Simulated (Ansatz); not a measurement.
CH3Cl3Ge, SMILES `Cl[CH2][GeH]([Cl])[Cl]`, charge 0, multiplicity 1.

Give a relaxed structure at PBE0-D4/def2-TZVP (Ansatz 0.2.0). (Best estimate.)

Ansatz gave: 
```xyz
8

Cl   -0.6786   -1.1886    1.8024
C    -0.9454   -0.4420    0.2232
Ge    0.6605    0.4573   -0.4374
Cl    2.2401   -0.9747   -0.5783
Cl    1.2305    1.9622    0.9683
H    -1.7526    0.2851    0.3142
H    -1.2393   -1.2184   -0.4835
H     0.4847    1.1191   -1.8089
```
Point group Cs.
